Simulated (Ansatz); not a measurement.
# ClFH3Si2: where a starting geometry ends

The starting geometry of this gas-phase doublet was optimised with GFN2-xTB; its bonds are those of `F[SiH][SiH2]Cl`.

```yaml
atoms:
  - { symbol: Cl, position_ang: [2.7899, -1.2375, -1.3039] }
  - { symbol: F, position_ang: [-1.0437, 1.2964, -2.7381] }
  - { symbol: Si, position_ang: [0.5565, 0.9842, -2.6497] }
  - { symbol: Si, position_ang: [0.8337, -0.6811, -1.1185] }
  - { symbol: H, position_ang: [0.8575, 0.9369, -4.0810] }
  - { symbol: H, position_ang: [0.1059, -1.9587, -1.1083] }
  - { symbol: H, position_ang: [0.6860, -0.1178, 0.2297] }
```

Problem. Where would you expect an optimisation with PBE0-D3(BJ)/def2-SVP to take it?

Solution. It keeps its bonds, and is `F[SiH][SiH2]Cl`.

The energy falls by 0.23 eV over 9 steps:

| step | E − E(last) (eV) |
| --- | --- |
| 1 | 0.230 |
| 2 | 0.072 |
| 3 | 0.019 |
| 4 | 0.011 |
| 5 | 0.003 |
| 6 | 0.001 |
| 7 | 0.000 |
| 8 | 0.000 |
| 9 | 0.000 |

Final geometry (Å):

```xyz
7

Cl    2.8756   -1.1251   -1.3547
F    -1.0893    1.4359   -2.6984
Si    0.4967    1.0401   -2.6428
Si    0.8687   -0.6638   -1.0758
H     0.9136    0.6212   -4.0202
H     0.0562   -1.8968   -1.2996
H     0.6643   -0.1893    0.3217
```

No frequencies were run, so the end isn't proven a minimum. Open shells are spin-unrestricted. Run with Ansatz 0.2.0, 29 s on 1 thread of Intel(R) Xeon(R) 6975P-C (Granite Rapids) (shared host).
